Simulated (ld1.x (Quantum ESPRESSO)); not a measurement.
**Before and after: PAW potential for Sn**

tin, PAW, made with ld1.x (Quantum ESPRESSO) 7.5 (LDA (PZ), scalar-relativistic). Core [Kr], reference 4d10 5s2 5p1 (charge +1). Waves: 5s (bound): rcut 1.50, rcutus 2.05 bohr; 5s channel at 1 Ry: rcut 1.50, rcutus 2.05 bohr; 5p (bound): rcut 1.95, rcutus 2.45 bohr; 5p channel at -0.35 Ry: rcut 1.95, rcutus 2.45 bohr; 4d (bound): rcut 1.70, rcutus 1.80 bohr; 4d channel at 1.35 Ry: rcut 1.70, rcutus 1.80 bohr. Local part: all-electron potential smoothed inside 1.55 bohr (lloc = -2). Core correction: Bessel-smoothed model core inside 1.75 bohr. Augmentation charge: BESSEL, radius 1.45 bohr.

Change: augmentation GAUSS, radius 1.10 bohr.

Cutoffs: the cutoffs (Ry, on a coarse ladder) from which the occupation-weighted sum of valence levels, in a spherical-Bessel basis at the reference potential, stays within 10 and 1 mRy of its value at 400 Ry; they do not see the model core or the augmentation charge, which bear on the density cutoff. Errors are all-electron minus pseudo energies relative to the spin-unpolarised reference configuration.

**Question.** How do hardness, ghosts and transferability respond?

**Answer.** The potential gets neither clearly harder nor softer (35 Ry and 60 Ry → 35 Ry and 60 Ry); of the 9 tests that both files solve, the error grows in 0 and shrinks in 3 by more than 15 % and 0.3 meV (median size 1.9 → 2.0 meV); neither file shows a bound ghost.

```tsv
quantity	base	changed
cutoff, loose	35 Ry	35 Ry
cutoff, tight	60 Ry	60 Ry
bound ghosts	none	none
error for 4d10 5s2 5p2, meV [ΔE -7.10 eV]	+1.9	+2.1
error for 4d10 5s2 5p0, meV [ΔE 14.26 eV]	-3.0	-2.2
error for 4d10 5s1 5p0, meV [ΔE 45.71 eV]	-11	-6.1
error for 4d9 5s2 5p3, meV [ΔE 17.25 eV]	-69	-31
error for 4d10 5s2 5p1.5, meV [ΔE -4.38 eV]	+1.2	+1.2
error for 4d10 5s0 5p4, meV [ΔE 7.30 eV]	-0.2	-0.2
error for 4d10 5s1 5p2, meV [ΔE 7.73 eV]	-0.9	-0.8
error for 4d10 5s2 5p1 (spin-polarised), meV [ΔE -0.15 eV]	0.0	-0.1
error for 4d10 5s2 5p2 (spin-polarised), meV [ΔE -7.57 eV]	+1.9	+2.0
s: phases at 2.64 bohr within 0.05 rad from the reference energy up to (Ry; the scan ends near 5)	3.1	3.1
p: phases at 2.64 bohr within 0.05 rad from the reference energy up to (Ry; the scan ends near 5)	3.3	3.3
d: phases at 2.64 bohr within 0.05 rad from the reference energy up to (Ry; the scan ends near 5)	to the end of the scan	to the end of the scan
lowest overlap eigenvalue by channel	s 0.45, p 0.52, d 0.83	s 0.45, p 0.52, d 0.83
```
